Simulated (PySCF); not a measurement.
# Computed records: AlGeH₈NSi, CH₇AlGeSi, Cl₂GeHO, CH₅BGeO

All values are calculated (PySCF 2.14.0). Calculation on a computer-drawn molecule: optimised geometry and harmonic frequencies of an isolated molecule of the commonest isotopes, restricted reference for singlets and unrestricted otherwise, frozen core in MP2; on germanium a core potential holds 10 electrons, which the energies leave out, and 3d is frozen in MP2 and coupled-cluster steps.

Common to all runs: charge 0; basis and core potential on germanium cc-pVDZ-PP ECP10MDF.

(1) AlGeH₈NSi

Start structure:
```xyz
12
AlGeH8NSi
N      0.0352     0.6975    -2.6127
Ge    -0.2349    -0.1174    -0.9518
Al    -2.5981    -0.5234    -0.3201
Si     2.0194    -0.1720    -0.1454
H     -0.7641     0.7660    -3.2137
H      0.3799     1.6160    -2.6237
H     -0.5159    -1.5221    -1.3972
H     -3.6201     0.4657     0.3310
H     -2.9522    -1.9417    -0.6745
H      2.9118    -0.8611    -1.0765
H      2.0925    -1.0010     1.1364
H      2.5486     1.1278     0.1830
```

Settings of this run: multiplicity 1, method HF and basis cc-pV(D+d)Z.

It finds rotational constants 3.261, 1.706, 1.253 GHz; total energy -883.3367 hartree; convergence status largest gradient component 9.693e-06 hartree/bohr.

Drawn bonds:
| atom | other atom | order |
| --- | --- | --- |
| 1 | 2 | 1 |
| 2 | 3 | 1 |
| 2 | 4 | 1 |
| 1 | 5 | 1 |
| 1 | 6 | 1 |
| 2 | 7 | 1 |
| 3 | 8 | 1 |
| 3 | 9 | 1 |
| 4 | 10 | 1 |
| 4 | 11 | 1 |
| 4 | 12 | 1 |

Optimised structure:
```xyz
12
AlGeH8NSi
N      0.0185     0.8830    -2.7311
Ge    -0.1619    -0.4768    -1.4569
Al    -2.3158    -0.4534    -0.1476
Si     1.8302    -0.3643    -0.1008
H     -0.6591     0.8136    -3.4730
H     -0.0800     1.8043    -2.3369
H     -0.0716    -1.7864    -2.2680
H     -3.3948     0.6814    -0.3940
H     -2.6142    -1.5612     0.9442
H      3.0482    -0.5269    -0.9279
H      1.8040    -1.4272     0.9351
H      1.8986     0.9482     0.5918
```

Modes:
| frequency (cm⁻¹) | reduced mass (dalton) |
| --- | --- |
| 65.56 | 1.082 |
| 82.72 | 2.774 |
| 92.55 | 1.197 |
| 109.2 | 1.409 |
| 135.4 | 2.091 |
| 155.2 | 2.935 |
| 308.9 | 9.433 |
| 358.1 | 7.946 |
| 441.2 | 1.184 |
| 472 | 1.088 |
| 555.3 | 1.162 |
| 593.9 | 1.183 |
| 647.3 | 6.013 |
| 698.4 | 1.159 |
| 714.5 | 1.083 |
| 765.8 | 1.107 |
| 842.5 | 1.071 |
| 970.8 | 1.108 |
| 1001 | 1.125 |
| 1023 | 1.037 |
| 1027 | 1.037 |
| 1704 | 1.09 |
| 1967 | 1.036 |
| 1974 | 1.048 |
| 2157 | 1.02 |
| 2286 | 1.044 |
| 2294 | 1.036 |
| 2311 | 1.041 |
| 3714 | 1.051 |
| 3799 | 1.093 |

(2) CH₇AlGeSi

Start structure:
```xyz
11
CH7AlGeSi
Al    -0.3835    -1.4319     0.6322
C     -1.3023     0.2298     0.4085
Si    -2.4825     1.1987    -0.5387
Ge    -0.6129     1.1914     2.0317
H      1.0408    -1.6594     0.1436
H     -0.8996    -2.5823     1.6154
H     -3.0801     0.5895    -1.7308
H     -2.9953     2.5498    -0.3661
H      0.2333     2.4684     1.7592
H     -1.5970     1.6320     3.1210
H      0.3817     0.2449     2.7867
```

Settings of this run: multiplicity 1, method HF and basis cc-pV(D+d)Z.

Results for CH₇AlGeSi: rotational constants 3.169, 1.662, 1.105 GHz; total energy -866.1175 hartree; convergence status largest gradient component 9.909e-06 hartree/bohr.

Drawn bonds:
| atom | other atom | order |
| --- | --- | --- |
| 1 | 2 | 1 |
| 2 | 3 | 2 |
| 2 | 4 | 1 |
| 1 | 5 | 1 |
| 1 | 6 | 1 |
| 3 | 7 | 1 |
| 3 | 8 | 1 |
| 4 | 9 | 1 |
| 4 | 10 | 1 |
| 4 | 11 | 1 |

Optimised structure:
```xyz
11
CH7AlGeSi
Al    -0.2886    -1.3517     0.3248
C     -1.1300     0.3317     0.7298
Si    -2.2787     0.9269    -0.3732
Ge    -0.6990     1.3389     2.3404
H     -0.6816    -2.1243    -1.0018
H      0.7906    -1.9708     1.3030
H     -2.6597     0.2264    -1.6124
H     -3.0187     2.1949    -0.2232
H      0.7915     1.7068     2.3697
H     -1.5171     2.6395     2.4078
H     -1.0061     0.5126     3.5976
```

Modes:
| frequency (cm⁻¹) | reduced mass (dalton) |
| --- | --- |
| 102.6 | 1.053 |
| 135.3 | 4.412 |
| 163.8 | 4.656 |
| 170.4 | 1.285 |
| 217.6 | 2.044 |
| 382.4 | 7.566 |
| 385.2 | 1.017 |
| 534.7 | 1.213 |
| 634.3 | 1.312 |
| 640.9 | 1.132 |
| 643 | 1.241 |
| 664.8 | 1.277 |
| 686.7 | 1.156 |
| 846.8 | 1.06 |
| 914 | 1.95 |
| 958 | 1.467 |
| 963.3 | 1.019 |
| 971.1 | 1.023 |
| 1057 | 1.063 |
| 1175 | 8.886 |
| 1965 | 1.053 |
| 1979 | 1.03 |
| 2185 | 1.023 |
| 2192 | 1.023 |
| 2218 | 1.012 |
| 2346 | 1.039 |
| 2359 | 1.044 |

(3) Cl₂GeHO

Start structure:
```xyz
5
Cl2GeHO
O      0.2557     0.8827    -1.5640
Ge    -1.2955     0.7113    -0.7541
Cl    -1.6912    -1.4035    -0.6378
Cl    -1.1099     1.5469     1.2412
H      0.7826     1.6185    -1.2779
```

Here we set multiplicity 2, method MP2 and basis cc-pV(D+d)Z.

It finds rotational constants 3.951, 2.093, 1.518 GHz; total energy -1288.4564 hartree; spin squared 0.762; convergence status largest gradient component 8.4e-06 hartree/bohr.

Drawn bonds:
| atom | other atom | order |
| --- | --- | --- |
| 1 | 2 | 1 |
| 2 | 3 | 1 |
| 2 | 4 | 1 |
| 1 | 5 | 1 |

Optimised structure:
```xyz
5
Cl2GeHO
O      0.3130     0.8320    -1.5561
Ge    -1.2804     0.7114    -0.7403
Cl    -1.7172    -1.4021    -0.6494
Cl    -1.1203     1.5467     1.2661
H      0.7466     1.6679    -1.3129
```

Modes:
| frequency (cm⁻¹) | reduced mass (dalton) |
| --- | --- |
| 128.5 | 9.695 |
| 143.9 | 2.712 |
| 205 | 16 |
| 244 | 1.641 |
| 401.6 | 36.38 |
| 433.8 | 33.46 |
| 713.4 | 16.01 |
| 905 | 1.093 |
| 3810 | 1.066 |

(4) CH₅BGeO

Start structure:
```xyz
9
CH5BGeO
O     -1.2772     0.2090     1.3752
B     -1.3138    -0.7380     0.4319
C     -0.0305    -1.5808     0.0140
Ge     0.1334    -3.2285     1.2683
H     -0.3948     0.4466     1.7368
H     -2.3763    -0.9705    -0.0206
H     -0.1380    -1.9392    -0.9994
H      0.8615    -1.0247     0.0600
H     -1.2461    -3.9324     0.6782
```

Here we set multiplicity 1, method HF and basis cc-pVDZ.

It finds rotational constants 15.53, 1.801, 1.748 GHz; total energy -433.7315 hartree; convergence status largest gradient component 2.109e-05 hartree/bohr.

Drawn bonds:
| atom | other atom | order |
| --- | --- | --- |
| 1 | 2 | 1 |
| 2 | 3 | 1 |
| 3 | 4 | 1 |
| 1 | 5 | 1 |
| 2 | 6 | 1 |
| 3 | 7 | 1 |
| 3 | 8 | 1 |
| 4 | 9 | 1 |

Optimised structure:
```xyz
9
CH5BGeO
O     -1.2905     0.2805     1.3305
B     -1.3043    -0.7707     0.4728
C     -0.0196    -1.5805     0.0773
Ge     0.1557    -3.3383     1.0498
H     -0.4285     0.5251     1.6319
H     -2.3873    -1.0800     0.0547
H     -0.1169    -1.9227    -0.9643
H      0.9198    -1.0296     0.1815
H     -1.3101    -3.8424     0.7102
```

Modes:
| frequency (cm⁻¹) | reduced mass (dalton) |
| --- | --- |
| 74.22 | 5.319 |
| 160.3 | 1.103 |
| 225.4 | 2.224 |
| 405.6 | 2.688 |
| 517.5 | 2.559 |
| 655.5 | 1.174 |
| 679.5 | 1.303 |
| 837.7 | 1.399 |
| 867.8 | 1.209 |
| 993.9 | 2.02 |
| 1023 | 1.329 |
| 1103 | 1.374 |
| 1168 | 1.324 |
| 1260 | 1.457 |
| 1417 | 3.12 |
| 1524 | 1.211 |
| 1992 | 1.021 |
| 2701 | 1.094 |
| 3133 | 1.063 |
| 3217 | 1.098 |
| 4157 | 1.066 |
